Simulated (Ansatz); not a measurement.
Ti2Te3 was relaxed with PBE-D4 (def2-SVP) in Ansatz in these states: neutral quintet, neutral triplet. The geometries follow in no particular order.

In the def2 sets Te takes a core potential; there is no spin–orbit coupling.

A:

```xyz
5

Ti    0.787    0.720   -0.337
Ti   -0.787   -0.720    0.337
Te    1.223   -1.833   -1.058
Te    0.456    0.590    2.328
Te   -1.680    1.242   -1.269
```

B:

```xyz
5

Ti    0.268    1.130    0.231
Ti   -0.188   -1.147   -0.229
Te   -2.314    0.448    0.072
Te    1.124    0.201   -2.110
Te    1.109   -0.633    2.035
```

**Question.** Judge from the bond lengths which geometry belongs to which state (an estimate).

**Answer.** A is the neutral quintet (Ti1–Ti2 2.238 Å, Ti1–Te5 2.688 Å, Ti2–Te5 2.688 Å); B is the neutral triplet (Ti1–Ti2 2.367 Å, Ti1–Te5 2.659 Å, Ti2–Te5 2.659 Å).

At PBE-D4/def2-SVP the gap within one spin of the charge 0 triplet nearly closes, so an electron or hole may be smeared out by delocalisation error. At PBE0-D4/def2-TZVP a broken-symmetry singlet lies 1.04 eV below the neutral quintet. At PBE0-D4/def2-TZVP a broken-symmetry singlet lies 0.69 eV below the neutral triplet. These are the stationary points nearest to one start from a short search; other shapes may lie lower in each state.
